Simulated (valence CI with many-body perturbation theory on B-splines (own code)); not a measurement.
Energy levels of Pt LXXIV

Method: configuration interaction combined with many-body perturbation theory (CI+MBPT): three valence electrons over a frozen Dirac-Fock core [He], a basis of 11 s, 11 p, 10 d, 8 f, 5 g, 2 h functions for each j, with the one-electron correlation potential Σ1 (screened to all orders), the two-electron term Σ2, the three-electron term Σ3, Breit, model QED; selected single and double excitations, second order for the rest, scaled by the run's own slope (own B-spline code, finite nucleus).

No measured spectrum was set against this ion. As an estimate, large intervals hold to a few tenths of a per cent, small ones and those within an open d or f shell to about a per cent.

Levels 46 to 90 of 165, with energies above the lowest level, (2s^2 2p1/2) J=1/2. "Leading %" is the weight of the configuration and term that name the level; weights of strongly mixed levels are sums over their largest components and can fall short. In the jj column 3d3/2^4 stands for four electrons in 3d with j = 3/2. Lifetimes count E1, E2, E3, M1 and M2 decay at the calculated energies, and are blank where another channel may lead or the interval is too uncertain; long ones can be off by a factor of two.

| No. | Configuration | Term | J | E (× 10³ cm⁻¹) | Leading % | Leading jj | Lifetime | Second component |
| --- | --- | --- | --- | --- | --- | --- | --- | --- |
| 46 | 2s 2p 3s | 2P° | 1/2 | 114620 | 90 | 2s 2p3/2 3s (100 %) | 2.01 fs | 10 % 2s 2p 3s 4P° |
| 47 | 2s 2p 3p | 4P | 3/2 | 114630 | 46 | 2s 2p3/2 3p1/2 (100 %) | 4.42 fs | 27 % 2s 2p 3p 4S |
| 48 | 2s 2p 3p | 2D | 5/2 | 114640 | 44 | 2s 2p3/2 3p1/2 (100 %) | 1.71 fs | 38 % 2s 2p 3p 4D |
| 49 | 2s 2p 3s | 2P° | 3/2 | 114680 | 82 | 2s 2p3/2 3s (99 %) | 4.04 fs | 18 % 2s 2p 3s 4P° |
| 50 | 2s 2p 3p | 2P | 1/2 | 115400 | 47 | 2s 2p3/2 3p1/2 (99 %) | 1.69 fs | 22 % 2s 2p 3p 2S |
| 51 | 2s 2p 3p | 2D | 3/2 | 115410 | 61 | 2s 2p3/2 3p1/2 (99 %) | 2.56 fs | 20 % 2s 2p 3p 2P |
| 52 | 2p2 3s | 4P | 3/2 | 116320 | 87 | 2p1/2 2p3/2 3s (99 %) | 4.73 fs | 11 % 2p2 3s 2P |
| 53 | 2p2 3s | 2P | 1/2 | 116410 | 66 | 2p1/2 2p3/2 3s (98 %) | 2.31 fs | 33 % 2p2 3s 4P |
| 54 | 2p2 3s | 2D | 5/2 | 116460 | 65 | 2p1/2 2p3/2 3s (99 %) | 4.30 fs | 34 % 2p2 3s 4P |
| 55 | 2p2 3s | 2D | 3/2 | 116540 | 64 | 2p1/2 2p3/2 3s (99 %) | 2.44 fs | 34 % 2p2 3s 2P |
| 56 | 2p2 3p | 4P° | 1/2 | 116900 | 49 | 2p1/2 2p3/2 3p1/2 (100 %) | 991 as | 28 % 2p2 3p 4D° |
| 57 | 2p2 3p | 4D° | 3/2 | 116950 | 55 | 2p1/2 2p3/2 3p1/2 (100 %) | 986 as | 23 % 2p2 3p 2D° |
| 58 | 2p2 3p | 2F° | 5/2 | 117050 | 50 | 2p1/2 2p3/2 3p1/2 (100 %) | 987 as | 30 % 2p2 3p 2D° |
| 59 | 2p2 3p | 2P° | 3/2 | 117470 | 43 | 2p1/2 2p3/2 3p1/2 (99 %) | 1.09 fs | 25 % 2p2 3p 2D° |
| 60 | 2s 2p 3p | 4D | 7/2 | 118880 | 100 | 2s 2p3/2 3p3/2 (100 %) | 145 fs |  |
| 61 | 2s 2p 3p | 2P | 3/2 | 118980 | 55 | 2s 2p3/2 3p3/2 (100 %) | 2.14 fs | 32 % 2s 2p 3p 4S |
| 62 | 2s 2p 3p | 4P | 5/2 | 119150 | 52 | 2s 2p3/2 3p3/2 (100 %) | 2.31 fs | 43 % 2s 2p 3p 2D |
| 63 | 2s 2p 3p | 2S | 1/2 | 119190 | 48 | 2s 2p3/2 3p3/2 (99 %) | 1.26 fs | 38 % 2s 2p 3p 2P |
| 64 | 2s 2p 3d | 4D° | 5/2 | 119500 | 44 | 2s 2p3/2 3d3/2 (99 %) | 472 as | 22 % 2s 2p 3d 2D° |
| 65 | 2s 2p 3d | 4D° | 3/2 | 119550 | 43 | 2s 2p3/2 3d3/2 (100 %) | 433 as | 40 % 2s 2p 3d 4P° |
| 66 | 2s 2p 3d | 4F° | 7/2 | 119570 | 45 | 2s 2p3/2 3d3/2 (98 %) | 504 as | 42 % 2s 2p 3d 2F° |
| 67 | 2s 2p 3d | 4P° | 1/2 | 119600 | 82 | 2s 2p3/2 3d3/2 (100 %) | 487 as | 15 % 2s 2p 3d 4D° |
| 68 | 2s 2p 3p | 2D | 5/2 | 119730 | 72 | 2s 2p3/2 3p3/2 (100 %) | 2.74 fs | 16 % 2s 2p 3p 4D |
| 69 | 2s 2p 3p | 2P | 3/2 | 119900 | 57 | 2s 2p3/2 3p3/2 (100 %) | 3.00 fs | 29 % 2s 2p 3p 2D |
| 70 | 2s 2p 3p | 2S | 1/2 | 119940 | 60 | 2s 2p3/2 3p3/2 (100 %) | 29.7 fs | 20 % 2s 2p 3p 2P |
| 71 | 2s 2p 3d | 2D° | 3/2 | 120280 | 62 | 2s 2p3/2 3d3/2 (93 %) | 472 as | 15 % 2s 2p 3d 4P° |
| 72 | 2s 2p 3d | 2F° | 5/2 | 120330 | 68 | 2s 2p3/2 3d3/2 (99 %) | 497 as | 16 % 2s 2p 3d 2D° |
| 73 | 2s 2p 3d | 2P° | 1/2 | 120410 | 71 | 2s 2p3/2 3d3/2 (98 %) | 414 as | 24 % 2s 2p 3d 4D° |
| 74 | 2s 2p 3d | 4F° | 9/2 | 120500 | 100 | 2s 2p3/2 3d5/2 (100 %) | 3.22 ps |  |
| 75 | 2s 2p 3d | 2D° | 5/2 | 120720 | 41 | 2s 2p3/2 3d5/2 (99 %) | 559 as | 34 % 2s 2p 3d 4P° |
| 76 | 2s 2p 3d | 4D° | 7/2 | 120780 | 50 | 2s 2p3/2 3d5/2 (97 %) | 370 as | 43 % 2s 2p 3d 2F° |
| 77 | 2s 2p 3d | 2P° | 3/2 | 120860 | 41 | 2s 2p3/2 3d5/2 (91 %) | 541 as | 40 % 2s 2p 3d 2D° |
| 78 | 2s 2p 3d | 2P° | 1/2 | 121000 | 82 | 2s 2p3/2 3d5/2 (94 %) | 497 as | 7 % 2s 2p 3d 4D° |
| 79 | 2s 2p 3d | 2F° | 7/2 | 121350 | 51 | 2s 2p3/2 3d5/2 (74 %) | 1.33 fs | 17 % 2p2 3p 2F° |
| 80 | 2p2 3p | 4D° | 5/2 | 121360 | 51 | 2p1/2 2p3/2 3p3/2 (97 %) | 1.68 fs | 33 % 2p2 3p 4P° |
| 81 | 2p2 3p | 2P° | 1/2 | 121420 | 37 | 2p1/2 2p3/2 3p3/2 (96 %) | 1.61 fs | 29 % 2p2 3p 4P° |
| 82 | 2p2 3p | 2D° | 3/2 | 121460 | 49 | 2p1/2 2p3/2 3p3/2 (93 %) | 1.48 fs | 18 % 2p2 3p 4P° |
| 83 | 2s 2p 3d | 2D° | 5/2 | 121530 | 55 | 2s 2p3/2 3d5/2 (88 %) | 379 as | 15 % 2s 2p 3d 2F° |
| 84 | 2p2 3p | 2F° | 7/2 | 121550 | 47 | 2p1/2 2p3/2 3p3/2 (73 %) | 2.14 fs | 26 % 2p2 3p 4D° |
| 85 | 2s 2p 3d | 2P° | 3/2 | 121580 | 67 | 2s 2p3/2 3d5/2 (95 %) | 522 as | 9 % 2s 2p 3d 2D° |
| 86 | 2p2 3p | 4S° | 3/2 | 121670 | 34 | 2p1/2 2p3/2 3p3/2 (99 %) | 1.72 fs | 27 % 2p2 3p 2D° |
| 87 | 2p2 3p | 2D° | 5/2 | 121780 | 60 | 2p1/2 2p3/2 3p3/2 (90 %) | 1.26 fs | 14 % 2p2 3p 2F° |
| 88 | 2p2 3d | 4F | 3/2 | 121870 | 43 | 2p1/2 2p3/2 3d3/2 (100 %) | 1.43 fs | 26 % 2p2 3d 2P |
| 89 | 2p2 3d | 4F | 5/2 | 121880 | 52 | 2p1/2 2p3/2 3d3/2 (100 %) | 3.69 fs | 39 % 2p2 3d 2F |
| 90 | 2p2 3d | 4D | 1/2 | 121930 | 79 | 2p1/2 2p3/2 3d3/2 (100 %) | 2.58 fs | 15 % 2p2 3d 2P |
